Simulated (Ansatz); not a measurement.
Ga₅As₄ (the lowest doublet isomer of a short search) was relaxed with r2SCAN-D4 (def2-SVP) in Ansatz in these states: neutral doublet, neutral quartet. The geometries follow in no particular order.

A:

Cartesian coordinates in Å:
```
Ga 0.977 -2.143 -0.112
Ga 0.236 1.742 1.130
Ga -1.004 -1.598 -1.943
Ga -1.679 2.598 -0.384
Ga 2.135 0.027 -0.701
As -1.815 0.023 0.039
As -0.433 -1.310 1.766
As -0.110 0.840 -1.658
As 1.691 -0.179 1.864
```

B:

| atom | x (Å) | y (Å) | z (Å) |
| --- | --- | --- | --- |
| Ga1 | -0.995 | -2.561 | 0.672 |
| Ga2 | 1.640 | 0.915 | 0.477 |
| Ga3 | -1.803 | -0.617 | -0.890 |
| Ga4 | 1.084 | 2.899 | -0.952 |
| Ga5 | 0.914 | -1.664 | -0.862 |
| As6 | -1.091 | 1.747 | -0.056 |
| As7 | -1.053 | -0.143 | 1.800 |
| As8 | 0.196 | 0.599 | -1.971 |
| As9 | 1.108 | -1.173 | 1.782 |

**Question.** Judge from the bond lengths which geometry belongs to which state (an estimate).

**Answer.** A is the neutral doublet (Ga1–As7 2.491 Å, Ga1–Ga3 2.752 Å, Ga1–As9 2.876 Å); B is the neutral quartet (Ga1–As7 2.669 Å, Ga1–Ga3 2.622 Å, Ga1–As9 2.753 Å).
